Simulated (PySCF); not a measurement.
Choosing a basis for TDDFT

Compound: H7NOSeSi2.
Cartesian coordinates in Å at the PBE0-D3(BJ)/def2-SVP level; atoms count from 1:
```
atom  x, y, z in Å
N1    -2.1147   -0.6662    1.1031
Si2   -0.8963   -0.1913   -0.0094
O3    -1.0250   -1.0881   -1.3982
Se4    1.0289   -0.5237    1.1767
Si5    2.2852    0.8885   -0.1065
H6    -3.0869   -0.7080    0.8170
H7    -2.0185   -0.4629    2.0910
H8    -0.9031    1.2047   -0.5260
H9    -0.9628   -2.0417   -1.2789
H10    1.9688    2.3182    0.1846
H11    2.0502    0.6237   -1.5562
H12    3.7099    0.6136    0.2374
```

TDDFT with PBE0 (PySCF), vertical singlets, core orbitals frozen in the response, spherical d and f functions. Geometry: PBE0-D3(BJ)/def2-SVP, one conformer, isolated molecule. The PBE0/6-31G* calculation is non-relativistic and has no spin–orbit coupling, an omission that weighs most on selenium.

**Question.** Compare 6-31G*, def2-SVP, def2-SVPD, aug-cc-pVDZ, def2-TZVP and def2-TZVPD for this molecule.

**Answer.** 

| basis | functions | diffuse | S1 (eV) | S2 (eV) | S3 (eV) | S4 (eV) | S5 (eV) | LUMO (eV) | α (au) |
| --- | --- | --- | --- | --- | --- | --- | --- | --- | --- |
| 6-31G* | 110 | no | 5.56 | 6.37 | 6.65 | 6.70 | 6.93 | 0.10 | 76.8 |
| def2-SVP | 131 | no | 5.77 | 6.44 | 6.58 | 6.86 | 6.96 | 0.33 | 79.0 |
| def2-SVPD | 188 | yes | 5.45 | 5.99 | 6.12 | 6.39 | 6.51 | -0.25 | 96.0 |
| aug-cc-pVDZ | 199 | yes | 5.36 | 5.81 | 5.98 | 6.20 | 6.21 | -0.47 | 97.4 |
| def2-TZVP | 226 | no | 5.58 | 6.22 | 6.29 | 6.54 | 6.65 | -0.05 | 89.6 |
| def2-TZVPD | 283 | yes | 5.45 | 5.93 | 6.03 | 6.29 | 6.35 | -0.37 | 96.9 |

States are compared by their number. Against the largest diffuse basis here (def2-TZVPD, itself not a converged limit), sets without diffuse functions differ by up to 0.32 eV in S1 and 0.61 eV in S5; the smaller diffuse sets differ by up to 0.09 and 0.16 eV. State by state, the largest deviation of a set without diffuse functions is S1 0.32, S2 0.51, S3 0.62, S4 0.56, S5 0.61 eV. The same number needn't mean the same state in each row. Against def2-TZVPD the polarisability deviates by -21% in 6-31G*, -18% in def2-SVP, -1% in def2-SVPD, +1% in aug-cc-pVDZ, -7% in def2-TZVP.

Without π bonds the low states are Rydberg-like; a valence basis with one diffuse set may place them up to an eV too high.
